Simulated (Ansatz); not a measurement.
A structure relaxed at PBE0-D4/def2-SVP in Ansatz, charge 0, singlet:

```xyz
6

Ga    0.048    0.586   -0.412
Cl   -0.545    2.492    0.343
Cl    0.785    0.450   -2.409
N    -0.079   -0.875    0.611
H     0.200   -1.796    0.301
H    -0.411   -0.857    1.566
```

Q: Give its formula, name or SMILES and point group.

A: GaCl2(NH2) (GaNCl2H2). Point group C2v (tolerance 0.1 Å).

Q: Summarise the bond lengths by kind (pairs closer than 1.2 times the sum of covalent radii, bridged metal pairs left out).

A: 2 × Cl–Ga 2.13 Å; 1 × Ga–N 1.79 Å; 2 × H–N 1.01 Å.
